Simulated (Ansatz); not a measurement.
Molecule: LaF (charge 0, singlet). 
Geometry from a B3LYP-D3(BJ)/def2-TZVP (Ansatz, a first-principles code) optimisation:
```
La
F 1 2.0897
```
Charge 0, spin multiplicity 1.

Dipole moments at this geometry, in debye (magnitudes).

```json
[
 {"level": "PBE/def2-TZVPD", "program": "Ansatz", "dipole (D)": "2.11"},
 {"level": "revPBE/def2-TZVPD", "program": "Ansatz", "dipole (D)": "2.07"},
 {"level": "r2SCAN/def2-TZVPD", "program": "Ansatz", "dipole (D)": "2.11"},
 {"level": "B97M-V/def2-TZVPD", "program": "Ansatz", "dipole (D)": "2.19"},
 {"level": "B3LYP/def2-TZVPD", "program": "Ansatz", "dipole (D)": "2.35"},
 {"level": "r2SCANh/def2-TZVPD", "program": "Ansatz", "dipole (D)": "2.17"},
 {"level": "r2SCAN0/def2-TZVPD", "program": "Ansatz", "dipole (D)": "2.25"},
 {"level": "HSE06/def2-TZVPD", "program": "Ansatz", "dipole (D)": "2.20"},
 {"level": "CAM-B3LYP/def2-TZVPD", "program": "Ansatz", "dipole (D)": "2.34"},
 {"level": "LC-wPBE/def2-TZVPD", "program": "Ansatz", "dipole (D)": "1.97"},
 {"level": "wB97M-V/def2-TZVPD", "program": "Ansatz", "dipole (D)": "2.22"},
 {"level": "wB97X-V/def2-TZVPD", "program": "Ansatz", "dipole (D)": "2.10"},
 {"level": "CCSD(T)/def2-SVPD", "program": "Ansatz", "dipole (D)": "1.89"}
]
```
